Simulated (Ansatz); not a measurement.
The lowest doublet and quartet of CCl (SMILES [C]Cl); geometries from B3LYP-D3(BJ)/def2-TZVP, each state relaxed from the structure named, with no frequency check.
Doublet (charge 0, multiplicity 2):
```
atom   x (Å)   y (Å)    z (Å)
----  ------  ------  -------
C     0.0000  0.0000  -1.2243
Cl    0.0000  0.0000   0.4321
```
Quartet (charge 0, multiplicity 4):
```json
[
 {"atom": "C", "x (Å)": "0.0000", "y (Å)": "0.0000", "z (Å)": "-1.2268"},
 {"atom": "Cl", "x (Å)": "0.0000", "y (Å)": "0.0000", "z (Å)": "0.4330"}
]
```

A positive gap puts the quartet lower; no zero-point energy. U- takes an unrestricted doublet. The quartet is unrestricted in single-reference levels. Active spaces average the two states.

Cores are frozen in the correlated methods.

Run with Ansatz (Gaussian basis) for Hartree–Fock, density functionals and correlated methods. Each number belongs to the level named beside it.

U-PBE/def2-TZVPP gives -55.84 kcal/mol for the gap E(doublet) − E(quartet), adiabatic.

### Question
How do the other levels lie against it? Give each less PBE: U-r2SCAN/def2-TZVPP, U-PBE0/def2-TZVPP, U-wB97M-V/def2-TZVPP, U-B2PLYP/def2-TZVPP, U-MP2/cc-pV(Q+d)Z, U-CCSD(T)/cc-pV(Q+d)Z, SC-NEVPT2 on SA-CASSCF(3,4)/cc-pV(Q+d)Z, FIC-MRCISD+Q on SA-CASSCF(3,4)/cc-pV(Q+d)Z.

### Answer
U-r2SCAN/def2-TZVPP 8.99; U-PBE0/def2-TZVPP 4.38; U-wB97M-V/def2-TZVPP -3.68; U-B2PLYP/def2-TZVPP -1.41; U-MP2/cc-pV(Q+d)Z 5.04; U-CCSD(T)/cc-pV(Q+d)Z 0.97; SC-NEVPT2 on SA-CASSCF(3,4)/cc-pV(Q+d)Z 4.22; FIC-MRCISD+Q on SA-CASSCF(3,4)/cc-pV(Q+d)Z 1.60 kcal/mol. 6 of 8 lie above PBE; the widest gap is to U-r2SCAN/def2-TZVPP.

Ansatz is a first-principles code.
